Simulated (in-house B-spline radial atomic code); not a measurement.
Ionisation energies along the 24-electron series, configuration [Ar] 3d6, as differences of self-consistent energies. NIST's values go from ground level to ground level; the uncertainty of those that are theory runs from under 0.1 % in few-electron ions to several per cent in heavy many-electron ones. Computed with an all-electron radial atomic-structure program (B-spline basis): non-relativistic Hartree-Fock, average of the configuration, point nuclei.

This level leaves out relativity, spin-orbit splitting included, which matters for heavy ions.

| ion | configuration after | ionisation energy (eV) | IE/(q+1)² (eV) | -ε less Coulomb ΔSCF (eV) | tabulated value (eV) | tabulated kind | computed minus tabulated (eV) |
| --- | --- | --- | --- | --- | --- | --- | --- |
| Sn26+ | [Ar] 3d5 | 1432.2 | 1.9645 | 2.8643 | 1421 | tabulated theory | 11 |
| Sb27+ | [Ar] 3d5 | 1529.0 | 1.9502 | 2.8679 | 1518 | tabulated theory | 11 |
| Te28+ | [Ar] 3d5 | ? | ? | ? | ? | tabulated theory | ? |
| I29+ | [Ar] 3d5 | 1731.7 | 1.9241 | 2.8747 | 1720 | tabulated theory | 12 |
| Xe30+ | [Ar] 3d5 | 1837.7 | 1.9122 | 2.8778 | 1826 | tabulated theory | 12 |
| Cs31+ | [Ar] 3d5 | 1946.6 | 1.901 | 2.8809 | 1936 | tabulated theory | 11 |
| Ba32+ | [Ar] 3d5 | 2058.6 | 1.8904 | 2.8838 | 2047 | tabulated theory | 12 |
| La33+ | [Ar] 3d5 | 2173.7 | 1.8804 | 2.8866 | 2162 | tabulated theory | 12 |
| Ce34+ | [Ar] 3d5 | ? | ? | ? | ? | tabulated theory | ? |
| Pr35+ | [Ar] 3d5 | 2412.9 | 1.8618 | 2.8918 | 2400 | tabulated theory | 13 |
| Nd36+ | [Ar] 3d5 | 2537.0 | 1.8532 | 2.8943 | 2525 | tabulated theory | 12 |
| Pm37+ | [Ar] 3d5 | ? | ? | ? | ? | tabulated theory | ? |
| Sm38+ | [Ar] 3d5 | 2794.4 | 1.8372 | 2.8991 | 2782 | tabulated theory | 12 |
| Eu39+ | [Ar] 3d5 | 2927.7 | 1.8298 | 2.9013 | 2914 | tabulated theory | 14 |
| Gd40+ | [Ar] 3d5 | 3063.9 | 1.8227 | 2.9035 | 3050 | tabulated theory | 14 |
| Tb41+ | [Ar] 3d5 | 3203.2 | 1.8159 | 2.9055 | 3189 | tabulated theory | 14 |

**Question.** Fill in the row of Te28+.

**Answer.** ionisation energy (eV): 1628.8; IE/(q+1)² (eV): 1.9368; -ε less Coulomb ΔSCF (eV): 2.8714; tabulated value (eV): 1618; computed minus tabulated (eV): 11.

**Question.** Fill in the row of Ce34+.

**Answer.** ionisation energy (eV): 2291.8; IE/(q+1)² (eV): 1.8708; -ε less Coulomb ΔSCF (eV): 2.8893; tabulated value (eV): 2280; computed minus tabulated (eV): 12.

**Question.** Fill in the row of Pm37+.

**Answer.** ionisation energy (eV): 2664.2; IE/(q+1)² (eV): 1.845; -ε less Coulomb ΔSCF (eV): 2.8967; tabulated value (eV): 2652; computed minus tabulated (eV): 12.
